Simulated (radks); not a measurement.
Values are calculated unless marked as measured or tabulated.
Fractional charge and spin in the 5p shell of promethium: the spin-up occupation runs from 2 to 3 and the spin-down occupation from 2 to 3; the fullest corner is Pm+, [Kr] 4d10 4f(up 2.5, down 2.5) 5s2 6s(up 0.5, down 0.5) 5p(up 3, down 3). Code: a radial shooting solver on a logarithmic mesh with Libxc functionals. Model: scalar-relativistic Kohn-Sham, BLYP, spin-polarised, spherical densities, point nucleus. Energy (eV) minus the two flat planes that join the four corners (they meet along the diagonal where the two added fractions sum to one electron); zero is where a piecewise linear energy would lie.

\begin{tabular}{lrrr}
down \ up & 2 & 2.5 & 3 \\ \hline
2 & 0.000 & -1.473 & 0.000 \\
2.5 & -1.473 & 0.197 & -1.355 \\
3 & 0.000 & -1.355 & 0.000 \\
\end{tabular}

Corners above the fullest one (they belong to Pm2+ and the next ion): (up 3, down 2) 33.807 eV, (up 2, down 3) 33.807 eV, (up 2, down 2) 79.733 eV. With half an added electron in each spin the energy lies 0.197 eV from the planes, and with half an added electron in spin up alone -1.473 eV. The planes are only a guide here: the flat-plane condition holds for ground states with one frontier orbital, while this shell lies below other occupied shells, so the corners above the fullest one are inner-hole states and not the ground states of those ions.
